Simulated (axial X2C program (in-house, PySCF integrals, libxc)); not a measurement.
Outer orbitals of Sn₂⁻ at 2.667 Å, PBE0

Computed with an axial X2C code built on PySCF integrals. Spin-free means the one-electron spin-free X2C Hamiltonian; two-component (2c) means X2C with spin–orbit coupling and atomic mean-field two-electron Coulomb and Gaunt terms, so the difference of the two also holds small scalar two-electron terms. Basis: Sn dyall-acv3z [12s13p10d5f1g] (cores contracted in-house); Gaussian nuclei, density fitting, unrestricted open shells. Masses: Sn 119.902 u.

The distance is close to the 2c PBE0 minimum; the highest filled and lowest empty levels are listed.

Spin-free orbitals, state M_S = 1/2, Λ = 1 (beyond evenly filled blocks: π+α, π+β, π-α) (Löwdin shares):

```tsv
symmetry	occupied	ε (eV)	atomic character
σα	yes	-23.24	100% Sn d
σβ	yes	-23.22	100% Sn d
δ-α	yes	-23.14	100% Sn d
δ+α	yes	-23.14	100% Sn d
δ-α	yes	-23.11	100% Sn d
δ+α	yes	-23.11	100% Sn d
δ+β	yes	-23.10	100% Sn d
π+α	yes	-23.09	100% Sn d
π-α	yes	-23.09	100% Sn d
δ-β	yes	-23.08	100% Sn d
δ+β	yes	-23.07	100% Sn d
π+β	yes	-23.06	100% Sn d
δ-β	yes	-23.06	100% Sn d
π-β	yes	-23.05	100% Sn d
π+α	yes	-22.87	100% Sn d
π-α	yes	-22.87	100% Sn d
π+β	yes	-22.85	100% Sn d
π-β	yes	-22.84	100% Sn d
σα	yes	-22.71	100% Sn d
σβ	yes	-22.69	100% Sn d
σα	yes	-8.47	77% Sn s, 14% Sn p, 7% Sn d
σβ	yes	-7.99	77% Sn s, 14% Sn p, 7% Sn d
σα	yes	-5.33	64% Sn s, 24% Sn p, 9% Sn d
σβ	yes	-5.02	64% Sn s, 25% Sn p, 8% Sn d
π-α	yes	-0.70	90% Sn p, 6% Sn d
π+α	yes	-0.70	90% Sn p, 6% Sn d
σα	yes	-0.66	84% Sn p, 11% Sn s
σβ	yes	-0.51	84% Sn p, 11% Sn s, 4% Sn d
π+β	yes	-0.26	91% Sn p, 5% Sn d
π-β	no	1.10	93% Sn p, 4% Sn d
π-α	no	2.29	61% Sn p, 34% Sn d, 5% Sn f
π+α	no	2.29	61% Sn p, 34% Sn d, 5% Sn f
σβ	no	2.30	93% Sn p, 6% Sn s
σα	no	2.30	93% Sn p, 6% Sn s
```

Spinors with spin–orbit coupling (state Ω = 3/2):

```csv
ω,occupied,ε (eV),atomic character,λ mixture
5/2,yes,-22.68,100% Sn d,100% δ
5/2,yes,-22.65,100% Sn d,100% δ
3/2,yes,-22.63,100% Sn d,"79% π, 21% δ"
-5/2,yes,-22.62,100% Sn d,100% δ
-3/2,yes,-22.60,100% Sn d,"82% π, 18% δ"
-1/2,yes,-22.60,100% Sn d,"57% π, 42% σ"
-5/2,yes,-22.60,100% Sn d,100% δ
1/2,yes,-22.60,100% Sn d,"59% π, 41% σ"
3/2,yes,-22.45,100% Sn d,"86% π, 14% δ"
-3/2,yes,-22.43,100% Sn d,"87% π, 13% δ"
1/2,yes,-22.37,100% Sn d,"74% σ, 26% π"
-1/2,yes,-22.36,100% Sn d,"76% σ, 24% π"
1/2,yes,-8.42,"77% Sn s, 14% Sn p, 7% Sn d",100% σ
-1/2,yes,-7.95,"77% Sn s, 14% Sn p, 7% Sn d",100% σ
1/2,yes,-5.29,"64% Sn s, 24% Sn p, 9% Sn d",100% σ
-1/2,yes,-4.98,"64% Sn s, 25% Sn p, 8% Sn d",100% σ
-1/2,yes,-0.81,"90% Sn p, 6% Sn d",100% π
1/2,yes,-0.66,"84% Sn p, 11% Sn s, 4% Sn d","99% σ, 1% π"
3/2,yes,-0.55,"90% Sn p, 6% Sn d",100% π
-1/2,yes,-0.51,"84% Sn p, 11% Sn s, 4% Sn d","98% σ, 2% π"
1/2,yes,-0.36,"91% Sn p, 5% Sn d",100% π
-3/2,no,1.23,"93% Sn p, 4% Sn d",100% π
-1/2,no,2.24,"61% Sn p, 32% Sn d, 5% Sn f","97% π, 3% σ"
1/2,no,2.37,95% Sn p,100% σ
-1/2,no,2.38,95% Sn p,100% σ
```

(1) How does the gap between the highest filled and lowest empty level change from the spin-free to the 2c table?

Mulliken charges and populations of the two-component result (they depend on the basis, above all on diffuse functions):

Sn1 -0.50 e (s 9.89 p 20.53 d 20.06 f 0.01), Sn2 -0.50 e (s 9.89 p 20.53 d 20.06 f 0.01). ⟨Lz⟩ = 0.99 ħ and ⟨Sz⟩ = 0.51 ħ (0.25 and 0.25 on the two atoms), which add up to Ω.

The state is one determinant whose occupation by symmetry is held fixed; it was picked as the lowest of a PBE0 search that is not exhaustive. Density functionals use the spin component along the axis (collinear). Other states lie close and PBE0, whose exact exchange favours high spin, may order them wrongly; the determinant shown need not be the ground state. The nearest other spin-free determinant of the search, M_S = 1/2, Λ = 0, lies 0.18 eV up at the distance of the search. The functionals have no current-density term, which raises determinants with orbital currents, atoms included.

Results:

(1) From 1.36 to 1.59 eV at PBE0, a change of 0.23 eV.
